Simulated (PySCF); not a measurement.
Molecule: CH3O2 (charge -1, singlet). It need not be the lowest isomer of its formula. Whether it binds its extra electron was not tested at this geometry. SMILES: [O-]CO
Structure (B3LYP-D3(BJ)/def2-TZVP (Ansatz) minimum search):
```xyz
6

O     -1.0153     0.5997     0.2384
C     -0.3012    -0.4218    -0.1169
O      1.2010    -0.1174    -0.0969
H     -0.4483    -0.7952    -1.1734
H     -0.3621    -1.3337     0.5480
H      1.1321     0.8016     0.1941
```
Charge -1, spin multiplicity 1.

Dispersion corrections to the total energy (kcal/mol) from the dftd3 and dftd4 libraries through PySCF: D3(BJ) without and D4 with the three-body term, each with the damping fitted for the functional named.

| functional | D3(BJ) | D4 |
|---|---|---|
| PW6B95 | [?] | -1.50 |
| revPBE | -4.01 | -7.11 |
| LC-wPBE | -1.18 | [?] |
| BP86 | -1.99 | -2.11 |
| BHLYP | -1.76 | -1.73 |
| B2GP-PLYP | -0.68 | -0.67 |
| HSE06 | -0.76 | [?] |

Question: Complete the blanks.

Answer: 
- PW6B95, D3(BJ): -0.56
- LC-wPBE, D4: -1.87
- HSE06, D4: -1.26
